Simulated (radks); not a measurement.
The numbers below are computed, except where a source is named.
Q: The mean radii <r> (bohr) of the occupied orbitals of an atom or ion are listed with their occupations. Code: a radial shooting solver on a logarithmic mesh with Libxc functionals. Model: scalar-relativistic Kohn-Sham, PBE, spin-polarised, spherical densities, finite nucleus; Fermi nuclear charge, rms radius of each element as measured or else 0.836 A^(1/3) + 0.57 fm.

| orbital | occ. | <r> |
|---|---|---|
| 1s up | 1 | 0.02363 |
| 1s down | 1 | 0.02362 |
| 2s up | 1 | 0.09985 |
| 2s down | 1 | 0.09981 |
| 2p up | 3 | 0.08762 |
| 2p down | 3 | 0.08761 |
| 3s up | 1 | 0.2436 |
| 3s down | 1 | 0.2437 |
| 3p up | 3 | 0.2372 |
| 3p down | 1 | 0.2373 |
| 4d up | 1 | 0.4396 |

Name the element and its charge. Open shells, if any, are filled with parallel spins first.

A: Z = 60, neodymium, charge +43: Nd43+ in [Ne] 3s2 3p4 4d1. The 1s radius gives Z: for a bare nucleus <r> = (2 gamma + 1)/(2Z) with gamma = sqrt(1 - (Z/c)^2), 0.02332 bohr for Z = 60, and screening makes it slightly larger (0.02363 here). The occupations add up to 17, and the charge is Z minus that.
